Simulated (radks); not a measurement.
The numbers below are computed, except where a source is named.
Initial-state core-level shifts of the manganese ion Mn3+ when its valence configuration changes from [Ar] 3d4. Code: a radial shooting solver on a logarithmic mesh with Libxc functionals. Model: scalar-relativistic Kohn-Sham, PBE, spin-polarised, spherical densities, finite nucleus; open shells are filled with parallel spins first; Fermi nuclear charge, rms radius 3.7057 fm. Shifts are changes of the shell-averaged eigenvalues in eV (positive: less bound); the change of the density at the nucleus, which sets a Mossbauer isomer shift, is in e/bohr^3, on a base of 1.326e+04.

valence	1s	2s	3s	3p	density at nucleus
3d3 4s1	-9.128	-10.376	-8.262	-7.981	+15.257
3d2.5 4s1.5	-14.132	-16.037	-12.666	-12.244	+23.522
3d2 4s2	-19.361	-21.974	-17.155	-16.588	+32.692
3d3 4p1	-10.232	-11.473	-9.378	-9.084	+3.148
3d3.5 4p0.5	-5.008	-5.603	-4.638	-4.493	+1.485
3d2 4s1 4p1	-20.236	-22.899	-18.027	-17.443	+20.242
3d2 4p2	-21.275	-23.948	-19.073	-18.476	+6.997
3d3.5 4s0.5	-4.441	-5.044	-4.065	-3.926	+7.267
